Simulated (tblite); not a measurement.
Species: C6H14N2Si2.
Atom-mapped SMILES: `[CH3:1][n:2]1[cH:3][cH:4][c:5]([C@H:6]([SiH3:7])[NH:8][SiH3:9])[cH:10]1` (hydrogens: H11, H12, H13 on C1; H14 on C3; H15 on C4; H16 on C6; H17, H18, H19 on Si7; H20 on N8; H21, H22, H23 on Si9; H24 on C10)

Geometry (GFN2-xTB, Å), atoms numbered from 1 in this order:
```
atom  x, y, z in Å
C1    -3.1194    1.5449   -0.3235
N2    -2.0813    0.5559   -0.3602
C3    -2.1700   -0.6715   -0.9329
C4    -0.9975   -1.3425   -0.7153
C5    -0.1558   -0.4898    0.0324
C6     1.2327   -0.7873    0.4955
Si7    1.3001   -0.9848    2.3971
N8     2.2006    0.2236    0.0855
Si9    2.7802    0.3105   -1.5297
C10   -0.8638    0.6698    0.2356
H11   -3.8124    1.3814   -1.1479
H12   -3.6777    1.4937    0.6167
H13   -2.6897    2.5430   -0.4157
H14   -3.0532   -0.9750   -1.4607
H15   -0.7561   -2.3320   -1.0515
H16    1.5462   -1.7230    0.0218
H17    0.3415   -2.0088    2.8139
H18    2.6572   -1.3432    2.8058
H19    0.9341    0.3000    3.0038
H20    2.0387    1.0989    0.5605
H21    3.7520    1.4031   -1.5006
H22    1.7721    0.5745   -2.5701
H23    3.3923   -0.9918   -1.7996
H24   -0.5828    1.5705    0.7465
```

Level: GFN2-xTB in tblite, geometry and Hessian alike; calculated harmonic values, unscaled, isolated species. The method is semi-empirical: single wavenumbers can be off by several per cent or more. Modes of hydrogen on silicon can be 10 to 20 % off. One conformer, not necessarily the lowest. The optimisation stopped once no atom felt more than 0.01 eV/Å.

Lowest wavenumbers of the output (negative numbers stand for imaginary wavenumbers):
```
mode    cm-1
  1     -25.8
  2      15.9
  3      40.5
  4      86.6
  5     112.0
  6     120.6
  7     132.8
  8     171.5
  9     206.2
 10     242.4
 11     322.0
 12     359.7
 13     415.7
 14     489.3
 15     515.5
```

Is this structure a minimum?

Not by this Hessian. 1 mode is imaginary beyond 20i (26i cm⁻¹), so at this level the point lies at or near a first-order saddle. The curvature is small, so loose convergence or finite differences may be the whole cause.

Which atoms move in the imaginary mode?

26i: H13 (methyl hydrogen) 33 %, H12 (methyl hydrogen) 33 %, H11 (methyl hydrogen) 25 %. These are shares of the mass-weighted motion.

What is the remedy?

Step along that mode in both directions, optimise again with tighter thresholds and repeat the frequencies. The zero-point energy of this point (112.5 kcal/mol) counts the 65 real modes alone, and thermal corrections from it aren't those of a minimum.

On one thread of an Arm Neoverse V1, no GPU (shared host), this took 1.4 s wall. The figure is for the frequency step alone.
